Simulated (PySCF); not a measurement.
**Kr²⁺ (krypton, charge +2) across methods**

[Ar] 3d10 4s2 4p4, high-spin 3P determinant. Computed with PySCF 2.14 in def2-QZVPPD (12s8p5d4f1g, 98 functions), with no relativity, point nucleus.

| method | E (hartree) | mean ε 4s β (eV) | mean ε 4p α (eV) | mean ε 4p β (eV) | Σ⟨r²⟩ (bohr²) | ⟨S²⟩ |
| --- | --- | --- | --- | --- | --- | --- |
| r2SCAN0 | -2752.386 | -45.644 | -33.977 | -31.746 | 25.93 | 2.005 |
| r2SCAN | -2752.381 | -43.933 | -32.426 | -30.292 | 25.92 | 2.004 |
| LDA | -2748.702 | -44.096 | -31.888 | -29.974 | 25.96 | 2.001 |
| UHF | -2750.72080 | -49.557 | -37.837 | -35.109 | 26.15 | 2.009 |
| revPBE | -2752.175 | -43.555 | -31.807 | -29.825 | 25.98 | 2.003 |
| B97-3 | -2752.172 | -45.576 | -33.566 | -31.510 | 25.96 | 2.003 |
| PBE0 | -2752.095 | -45.506 | -33.576 | -31.452 | 25.96 | 2.003 |
| wB97M-V | -2752.256 | -48.111 | -35.808 | -33.819 | 26.06 | 2.002 |

Q: Estimate the same row for PBE.

A: E (hartree) = -2751.998; mean ε 4s β (eV) = -43.689; mean ε 4p α (eV) = -31.823; mean ε 4p β (eV) = -29.854; Σ⟨r²⟩ (bohr²) = 25.99; ⟨S²⟩ = 2.002.
